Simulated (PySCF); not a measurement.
Isomers of C4H6OS2, one GFN2-xTB conformer each. Single-point energies are computed at PBE0/pcSseg-1 (PySCF, gas phase, no added dispersion term), electronic only.

```json
{"SMILES": "O=CC1SCCS1", "GFN2-xTB relative energy (kJ/mol)": "0.0"}
{"SMILES": "OC[C@H]1CSC1=S", "GFN2-xTB relative energy (kJ/mol)": "3.6"}
```

Conformers: `[O:1]=[CH:2][CH:3]1[S:4][CH2:5][CH2:6][S:7]1` with O1–C2–C3–S4 -26°, C2–C3–S4–C5 91°, C3–S4–C5–C6 -14°, S4–C5–C6–S7 43°, C5–C6–S7–C3 -50°; `[OH:1][CH2:2][C@H:3]1[CH2:4][S:5][C:6]1=[S:7]` with H–O1–C2–C3 68°, O1–C2–C3–C4 66°.

**Question.** What does PBE0/pcSseg-1 give for the same structures?

**Answer.** 
```csv
SMILES,PBE0/pcSseg-1 E (Eh),PBE0/pcSseg-1 (kJ/mol),GFN2-xTB (kJ/mol),point group
O=CC1SCCS1,-1027.02199,0.0,0.0,C1
OC[C@H]1CSC1=S,-1027.00704,39.3,3.6,C1
```

Both levels put the same isomer lowest. As drawn, the lower has a C=O bond, which the higher lacks; the higher has a four-membered ring, an O–H bond and a C=S bond, which the lower lacks.

**Question.** Which frontier levels, dipoles and rotational constants go with these structures?

**Answer.** 
| SMILES | HOMO (eV, PBE0/pcSseg-1) | LUMO (eV) | dipole (D) | A, B, C (MHz) |
| --- | --- | --- | --- | --- |
| O=CC1SCCS1 | -6.77 | -1.04 | 1.82 | 2206, 2037, 1535 |
| OC[C@H]1CSC1=S | -6.58 | -1.99 | 3.08 | 2407, 1427, 947.7 |

**Question.** As an exercise, what shares would exp(−E/RT) give at 1000 K from these electronic energies alone (no entropy, no degeneracies)?

**Answer.** RT = 8.314 kJ/mol: O=CC1SCCS1 99.1 %, OC[C@H]1CSC1=S 0.9 %.
